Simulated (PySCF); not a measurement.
Species: C2H6AlBrO.
Atom-mapped SMILES: `[CH3:1][O:2][Al:3]([CH3:4])[Br:5]` (hydrogens: H6, H7, H8 on C1; H9, H10, H11 on C4)

Structure used (PBE0-D3(BJ)/def2-SVP), in Å, numbered top down from 1:
```
atom  x, y, z in Å
C1     2.263   -0.041   -0.053
O2     0.902   -0.320   -0.045
Al3   -0.568    0.397    0.376
C4    -2.249   -0.524    0.133
Br5   -0.505    2.495    1.225
H6     2.476    1.034   -0.198
H7     2.758   -0.598   -0.867
H8     2.742   -0.347    0.894
H9    -2.589   -0.962    1.086
H10   -3.032    0.176   -0.198
H11   -2.163   -1.338   -0.603
```

Computed, not measured: PBE0-D3(BJ)/def2-SVP geometry optimisation, gas phase (PySCF 2.14.0).

Masses are those of the commonest isotopes; rigid-rotor values at the optimised geometry. The values belong to one conformer with, in the numbering `[CH3:1][O:2][Al:3]([CH3:4])[Br:5]`, C1–O2–Al3–C4 179°.

(1) Give the principal moments of inertia and the rotational constants in GHz.

(2) Classify the top.

(3) Is it planar, by Δ = Ic − Ia − Ib?

(4) List the rotational levels J(Ka,Kc) to J = 4 (MHz).

(5) Predict some low-J microwave lines.

Results:

(1) Ia = 179.75, Ib = 326.87, Ic = 500.28 u·Å²; 505379 MHz·u·Å²/I gives 2812, 1546 and 1010 MHz, that is A = 2.8116, B = 1.5461, C = 1.0102 GHz.

(2) An asymmetric top. Ray's parameter κ = (2B − A − C)/(A − C) = -0.405; −1 is the prolate and +1 the oblate limit.

(3) Not planar: Δ = Ic − Ia − Ib = -6.34 u·Å². For a rigid frame Δ = −2 Σ m c², so Σ m c² = 3.17 u·Å² lies off the ab plane, practically all of it from hydrogen. The atom farthest from that plane is 1.02 Å away.

(4) Above 0(0,0):
J = 1: 1(0,1) 2556, 1(1,1) 3822, 1(1,0) 4358
J = 2: 2(0,2) 7532, 2(1,2) 8399, 2(1,1) 10006, 2(2,1) 13803, 2(2,0) 13940
J = 3: 3(0,3) 14701, 3(1,3) 15186, 3(1,2) 18379, 3(2,2) 21472, 3(2,1) 22108, 3(3,1) 29216, 3(3,0) 29239
J = 4: 4(0,4) 23891, 4(1,4) 24120, 4(1,3) 29325, 4(2,3) 31588, 4(2,2) 33257, 4(3,2) 39661, 4(3,1) 39815, 4(4,1) 50207, 4(4,0) 50210
Those of J = 1 are B + C, A + C and A + B.

(5) The dipole components are |μa| = 1.16 D, |μb| = 0.35 D, |μc| = 0.04 D. The squared components, which scale the intensities, stand as 1.00 : 0.09 : 0.00 (a : b : c). Some of the stronger lines:

| type | branch | J(Ka,Kc) | MHz | lower level (cm⁻¹) |
| --- | --- | --- | --- | --- |
| a | Q | 1(1,0) ← 1(1,1) | 536 | 0.127 |
| a | Q | 2(1,1) ← 2(1,2) | 1608 | 0.280 |
| b | Q | 1(1,0) ← 1(0,1) | 1801 | 0.085 |
| b | Q | 2(1,1) ← 2(0,2) | 2475 | 0.251 |
| a | R | 1(0,1) ← 0(0,0) | 2556 | 0.000 |
| b | R | 2(0,2) ← 1(1,1) | 3710 | 0.127 |
| b | R | 1(1,1) ← 0(0,0) | 3822 | 0.000 |
| b | Q | 2(2,0) ← 2(1,1) | 3934 | 0.334 |
| a | R | 2(1,2) ← 1(1,1) | 4577 | 0.127 |
| a | R | 2(0,2) ← 1(0,1) | 4975 | 0.085 |
| b | Q | 2(2,1) ← 2(1,2) | 5404 | 0.280 |
| a | R | 2(1,1) ← 1(1,0) | 5648 | 0.145 |
| b | R | 2(1,2) ← 1(0,1) | 5842 | 0.085 |
| b | R | 2(2,1) ← 1(1,0) | 9445 | 0.145 |
| b | R | 2(2,0) ← 1(1,1) | 10118 | 0.127 |

No frequency check. Zero-point vibration and centrifugal distortion are left out. A rigid rotor knows nothing of internal rotation, which can split or shift real lines. Quadrupole hyperfine structure (27Al, 79Br) is left out.
